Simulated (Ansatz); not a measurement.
System: formyl cation, CHO, charge 1, multiplicity 1. It need not be the lowest isomer of its formula. SMILES: C#[O+]
Geometry: optimised at B3LYP-D3(BJ)/def2-TZVP (Ansatz, a program for electronic structure).

Wanted: vertical electron affinity (to the doublet state of charge +0; a negative value means that the extra electron is unbound and the number depends on the basis; each state is the SCF solution reached for its spin), in eV. Valence correlation only, unless marked. Open shells are spin-unrestricted. Spin-orbit coupling is left out. Non-relativistic. CBS marks a two-point X^-3 extrapolation of the correlation energy; Hartree-Fock from the larger set.

```
level                                 program  vertical electron affinity (eV)
------------------------------------  -------  -------------------------------
SVWN5/def2-TZVPD                       Ansatz                                ?
B3LYP/def2-TZVPD                       Ansatz                             6.99
CAM-B3LYP/def2-TZVPD                   Ansatz                             7.01
wB97X/def2-TZVPD                       Ansatz                                ?
CCSD/def2-SVPD                         Ansatz                             6.35
CCSD/aug-cc-pVTZ                       Ansatz                                ?
CCSD/aug-cc-pVQZ                       Ansatz                             6.59
CCSD/def2-QZVPPD                       Ansatz                                ?
CCSD(T)/CBS(aug-cc-pVTZ,aug-cc-pVQZ)   Ansatz                             6.59
```

Task: What belongs in the gaps?

Result: 
- SVWN5/def2-TZVPD, vertical electron affinity (eV): 6.96
- wB97X/def2-TZVPD, vertical electron affinity (eV): 6.80
- CCSD/aug-cc-pVTZ, vertical electron affinity (eV): 6.54
- CCSD/def2-QZVPPD, vertical electron affinity (eV): 6.58
